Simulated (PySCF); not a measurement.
**Excitation energy of Sr by level of theory**

Sr [Kr] 5s2 (1S) → Sr [Kr] 5s1 6s1 (3S), as a difference of total energies. Computed with PySCF 2.14 in dyall-av2z, with no relativity, point nucleus. Correlated levels: valence: [Kr] frozen; virtual orbitals above 40 to 60 times the deepest correlated orbital energy dropped. The calculations carry no spin-orbit coupling.

Problem. Order these methods by the excitation energy they give, lowest first.
A. UHF
B. LDA
C. MP2 (valence)
D. PBE0

Solution. A (2.757 eV), C (3.189 eV), D (3.386 eV), B (3.577 eV).

These non-relativistic numbers lack the scalar-relativistic shift.

Errors of the correlated levels include the incompleteness of this basis and the frozen core.

For comparison: 3.600 eV (measured; NIST levels).
